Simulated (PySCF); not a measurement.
Compound: C9H27NSi3.
SMILES: `[Si](C)(C)(N([Si](C)(C)C)[Si](C)(C)C)C`

Torsions of this conformer, `[CH3:1][Si:2]([CH3:3])([CH3:4])[N:5]([Si:6]([CH3:7])([CH3:8])[CH3:9])[Si:10]([CH3:11])([CH3:12])[CH3:13]`: C1–Si2–N5–Si6 -61°, Si2–N5–Si6–C7 -135°, Si2–N5–Si10–C11 180°.

The closed-shell ground state was solved at several levels (PySCF, density fitting, gas phase, non-relativistic). Isolated species at its PBE0-D3(BJ)/def2-SVP geometry, gas phase.

```csv
level,basis functions,total energy (Eh),HOMO (eV),LUMO (eV),gap (eV),dipole (D)
PBE0/pcSseg-1,377,-1281.6685,-6.77,0.83,7.60,0.06
CAM-B3LYP/def2-SVPD,488,-1281.8414,-8.08,1.05,9.13,0.04
```

What might wB97X-D/pcSseg-1 (377 basis functions) give for the same quantities?

Total energy -1282.4102 Eh, HOMO -8.61 eV, LUMO 2.56 eV, gap 11.17 eV, dipole 0.07 D.

Over all these levels, which gives the widest orbital gap and which the narrowest?

wB97X-D/pcSseg-1 (range-separated hybrid) has the widest, 11.17 eV, and PBE0/pcSseg-1 (global hybrid, 25 % exact exchange) the narrowest, 7.60 eV. The two share the basis. From the narrowest to the widest the HOMO moves by -1.84 eV and the LUMO by +1.73 eV.

How far do the dipole and the HOMO energy spread over the levels?

The dipole runs from 0.04 to 0.07 D (mean 0.06 D) and the HOMO from -8.61 to -6.77 eV.

The pairwise dispersion term of wB97X-D wasn't added to the energies; at a given geometry it leaves orbitals and properties as they are.
